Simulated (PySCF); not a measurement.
## A small calculation by hand: oscillator strength and radiative lifetime

F2S, SMILES FSF.

Geometry optimised at r2SCAN-D4/def2-TZVP.

TDA-PBE/def2-TZVPD in PySCF 2.14.0 puts the first singlet state with f over 0.02 at 6.05 eV (vertical), with the transition dipole (0.621, 0.000, 0.000) in atomic units.

### Question
Find the oscillator strength, the wavelength and the radiative lifetime that this transition would have in vacuum if emission retraced absorption.

### Answer

|μ|² = 0.3856 au, so |μ| = 1.58 D. ΔE = 6.05/27.211 = 0.2223 hartree. f = (2/3) ΔE |μ|² = 0.057 (the program prints 0.057).
λ = 1239.84/6.05 = 205 nm; ν = 48797 cm⁻¹.
Einstein's coefficient A = 0.6670 ν² f s⁻¹ (ν in cm⁻¹) = 9.1e7 s⁻¹, so τ = 1/A = 11 ns. This state is S3; the lower singlets have f = 0.000, 0.006. The figure is the radiative limit of this one transition; relaxation, internal conversion, crossing to triplets and a medium change what is measured.
